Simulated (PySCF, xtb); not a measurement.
CH5FMoN2, SMILES [CH3][Mo]([F])(=[NH])=[NH], multiplicity 1.

Harmonic wavenumbers (cm⁻¹) from GFN2-xTB in xtb at its own minimum, in rising order: 51, 156, 183, 190, 194, 250, 426, 461, 525, 609, 622, 629, 672, 683, 957, 1016, 1254, 1434, 1459, 2843, 2887, 2965, 3389, 3396.

### Question
What does PySCF with PBE-D3(BJ)/def2-SVP give at its own minimum? (An estimate is asked for; the answer gives what the named calculation found.)

### Answer
159, 162, 209, 216, 225, 287, 377, 528, 575, 595, 603, 692, 719, 742, 971, 994, 1142, 1347, 1360, 2958, 3065, 3091, 3503, 3505. Paired by order, the mean absolute difference is 66 cm⁻¹ and the zero-point energies are 39.0 and 40.1 kcal/mol.
